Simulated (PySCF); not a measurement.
# Working out the ionisation energy of Si⁺

Si⁺ [Ne] 3s2 3p1 (2P) → Si²⁺ [Ne] 3s2 (1S). Calculation: PySCF 2.14, in aug-cc-pwCVTZ; the non-relativistic Hamiltonian (point nucleus). Frozen: 1s2. Energies in hartree (1 hartree = 27.21139 eV):

```tsv
part	Si⁺ (lower)	Si²⁺ (upper)
UHF	-288.576060	-287.994337
CCSD correlation	-0.315554	-0.300756
(T)	-0.004020	-0.003105
```

**Question.** What does Hartree-Fock give?

**Answer.** (-287.994337) − (-288.576060) = 0.581723 hartree = 15.829 eV.

**Question.** What do CCSD and CCSD(T) give?

**Answer.** The CCSD correlation energies differ by 0.014798 hartree = 0.403 eV and the triples by 0.000915 hartree = 0.025 eV, so CCSD gives 16.232 eV and CCSD(T) 16.257 eV.

Measured between the centres of the two terms (NIST): 16.322 eV, so CCSD(T) (valence and next inner shell) is off by -0.065 eV.

What remains against the reference includes basis incompleteness, the frozen core and higher excitations.
